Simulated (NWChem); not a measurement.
Everything below was run with NWChem. System: SeSn, charge -1, spin multiplicity 2, at the geometry of a parent with another charge or spin, in a state set for the comparison that need not be this species' ground state. Its SCF solution wasn't tested for a lower state. Level: UHF/def2-TZVPD with def2 effective core potentials on Sn.

Input file:

```
start mol
memory heap 200 mb stack 900 mb global 1100 mb
charge -1
geometry units angstroms nocenter noautoz
  Sn     0.000000     0.000000     0.959386
  Se     0.000000     0.000000    -1.410862
  symmetry group C2v
end
basis spherical
  * library def2-tzvpd
end
ecp
  Sn library def2-ecp
end
scf
  uhf
  nopen 1
  maxiter 100
  thresh 1e-7
  semidirect memsize 60000000 filesize 0
  # guess.movecs holds the orbitals of an unrestricted PBE0 run
  vectors input guess.movecs output mol.movecs
end
task scf energy
```

Output (cleaned and shortened):

```
             Northwest Computational Chemistry Package (NWChem) 7.3.0
             --------------------------------------------------------

                                NWChem Input Module
                                -------------------

 Scaling coordinates for geometry "geometry" by  1.889725989
 (inverse scale =  0.529177249)

 Turning off AUTOSYM since
 SYMMETRY directive was detected!

                             Geometry "geometry" -> ""
                             -------------------------

 Output coordinates in angstroms (scale by  1.889725989 to convert to a.u.)

  No.       Tag          Charge          X              Y              Z
 ---- ---------------- ---------- -------------- -------------- --------------
    1 Sn                  50.0000     0.00000000     0.00000000     0.95938600
    2 Se                  34.0000     0.00000000     0.00000000    -1.41086200

 Effective nuclear repulsion energy (a.u.)     379.5389019628

            Nuclear Dipole moment (a.u.)
            ----------------------------
        X                 Y               Z
 ---------------- ---------------- ----------------
     0.0000000000     0.0000000000    -0.0000151178

      Symmetry information
      --------------------

 Group name             C2v
 Group number             16
 Group order               4
 No. of unique centers     2

      Symmetry unique atoms

     1    2


 Summary of "ao basis" -> "" (spherical)
 ------------------------------------------------------------------------------
       Tag                 Description            Shells   Functions and Types
 ---------------- ------------------------------  ------  ---------------------
 *                         def2-tzvpd                 on all atoms

 Summary of "ao basis" -> "ao basis" (spherical)
 ------------------------------------------------------------------------------
       Tag                 Description            Shells   Functions and Types
 ---------------- ------------------------------  ------  ---------------------
 Sn                        def2-tzvpd               18       56   7s5p4d2f
[...]
    77     -0.214607  2 Se py                18      0.186673  1 Sn py
    12     -0.151820  1 Sn py

 Vector   31  Occ=0.000000D+00  E= 1.839001D-01  Symmetry=b1
              MO Center=  1.4D-12, -3.4D-15, -1.0D+00, r^2= 2.2D+01
   Bfn.  Coefficient  Atom+Function         Bfn.  Coefficient  Atom+Function
  ----- ------------  ---------------      ----- ------------  ---------------
    79      1.892815  2 Se px                20     -1.017952  1 Sn px
    41     -0.878639  1 Sn d  1             105     -0.520347  2 Se d  1
    17      0.179025  1 Sn px                76     -0.177598  2 Se px

 center of mass
 --------------
 x =   0.00000000 y =   0.00000000 z =   0.01699913

 moments of inertia (a.u.)
 ------------------
         948.448945319353           0.000000000000           0.000000000000
           0.000000000000         948.448945319353           0.000000000000
           0.000000000000           0.000000000000           0.000000000000

  Mulliken analysis of the total density
  --------------------------------------

    Atom       Charge   Shell Charges
 -----------   ------   -------------------------------------------------------
    1 Sn  22    22.09   0.28 -0.77  1.53  0.95  0.99  0.76  0.10 -0.40  6.36  0.55  1.04  0.54  8.95  1.04  0.12  0.04  0.02  0.00
    2 Se  34    34.91   2.00  2.00  1.16  0.78  0.93  1.02  0.09  6.00  5.94  0.95  2.36  1.51  0.12  8.96  1.04 -0.01  0.04  0.00  0.00

  Mulliken analysis of the alpha density
  --------------------------------------

    Atom       Charge   Shell Charges
 -----------   ------   -------------------------------------------------------
    1 Sn  22    11.54   0.14 -0.38  0.77  0.47  0.49  0.39  0.03 -0.20  3.18  0.35  0.73  0.46  4.46  0.53  0.07  0.04  0.01  0.00
    2 Se  34    17.46   1.00  1.00  0.58  0.39  0.47  0.51  0.05  3.00  2.97  0.49  1.20  0.74  0.05  4.48  0.52 -0.00  0.02  0.00  0.00

   Mulliken analysis of the beta density
   -------------------------------------

    Atom       Charge   Shell Charges
 -----------   ------   -------------------------------------------------------
    1 Sn  22    10.55   0.14 -0.38  0.77  0.47  0.50  0.37  0.06 -0.20  3.18  0.19  0.30  0.09  4.48  0.51  0.05  0.00  0.01  0.00
    2 Se  34    17.45   1.00  1.00  0.58  0.39  0.46  0.51  0.04  3.00  2.97  0.47  1.17  0.77  0.07  4.48  0.52 -0.00  0.02 -0.00  0.00

   Mulliken analysis of the spin density
   -------------------------------------

    Atom       Charge   Shell Charges
 -----------   ------   -------------------------------------------------------
    1 Sn  22     0.99  -0.00  0.00 -0.00 -0.00 -0.01  0.02 -0.03 -0.00  0.01  0.16  0.43  0.37 -0.02  0.01  0.02  0.03 -0.00 -0.00
    2 Se  34     0.01  -0.00  0.00  0.00 -0.00  0.00 -0.00  0.01  0.00  0.00  0.02  0.03 -0.03 -0.02 -0.00  0.00  0.00 -0.00  0.00  0.00

       Multipole analysis of the density wrt the origin
       ------------------------------------------------

     L   x y z        total         alpha         beta         nuclear
     -   - - -        -----         -----         ----         -------
     0   0 0 0     -1.000000    -29.000000    -28.000000     56.000000

     1   1 0 0      0.000000      0.000000      0.000000      0.000000
     1   0 1 0     -0.000000     -0.000000     -0.000000      0.000000
     1   0 0 1      0.894596     24.854134     26.803823    -50.763362

     2   2 0 0    -41.662403    -25.273363    -16.389040      0.000000
     2   1 1 0      0.000000      0.000000      0.000000      0.000000
     2   1 0 1      0.000000      0.000000     -0.000000      0.000000
     2   0 2 0    -36.416492    -19.535411    -16.881081      0.000000
     2   0 1 1     -0.000000     -0.000000     -0.000000      0.000000
     2   0 0 2    -48.166690   -185.268747   -176.892153    313.994210

 Task  times  cpu:       10.4s     wall:       10.4s

 Total times  cpu:       10.5s     wall:       10.5s
```
